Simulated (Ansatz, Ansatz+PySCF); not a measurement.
```yaml
atoms:
  - { symbol: N, position_ang: [0.0000, 0.0000, 0.2432] }
  - { symbol: H, position_ang: [1.8717, 0.0000, -0.5674] }
  - { symbol: H, position_ang: [-0.9358, 1.6209, -0.5674] }
  - { symbol: H, position_ang: [-0.9358, -1.6209, -0.5674] }
```

Basis set: cc-pVDZ (spherical functions). Frozen core: 1 orbital. Charge 0, multiplicity 1.

Computed with Ansatz (development build ahead of 0.2.0); each method stands on the lowest determinant of its kind that the runs found. Restricted open shells among the atoms or ions are ROHF, correlated in semicanonical orbitals with singles. Restricted functionals stand beside restricted open-shell atoms, which can lie above the unrestricted atoms usual in DFT and then raise those values.

The atomization energy at this shape (free ground-state atoms in the same class of orbitals less the molecule, no zero-point energy) of singlet NH₃:

```
               method  atomization energy
r²SCAN (unrestricted)             1.57 eV
 ωB97X (unrestricted)             0.86 eV
   PBE (unrestricted)             1.75 eV
  PBE0 (unrestricted)             1.19 eV
  r²SCAN (restricted)            -0.04 eV
     PBE (restricted)             1.12 eV
          RHF-CCSD(T)             1.76 eV
   ωB97X (restricted)            -1.23 eV
    PBE0 (restricted)            -0.71 eV
                  UHF             0.02 eV
                  RHF            -7.55 eV
```

What does RHF-MP2 give?

-0.48 eV. Caution: the shape is not the minimum. Caution for r²SCAN (unrestricted), ωB97X (unrestricted), PBE (unrestricted), PBE0 (unrestricted), r²SCAN (restricted), PBE (restricted), ωB97X (restricted), PBE0 (restricted): charge can spread falsely over distant fragments. Caution for r²SCAN (unrestricted), PBE (unrestricted): the unrestricted determinant is spin contaminated. Caution for ωB97X (unrestricted), PBE0 (unrestricted), UHF: the unrestricted determinant is a mixture of spin states. Caution for r²SCAN (restricted), PBE (restricted), RHF-CCSD(T), ωB97X (restricted), PBE0 (restricted), RHF-MP2, RHF: an unrestricted determinant lies well below. Caution for RHF-CCSD(T), RHF-MP2: large amplitudes, a single reference is doubtful. Caution for RHF-CCSD(T): the program doubts this total. Caution for ωB97X (restricted), RHF: the molecule lies well above its atoms at this level.
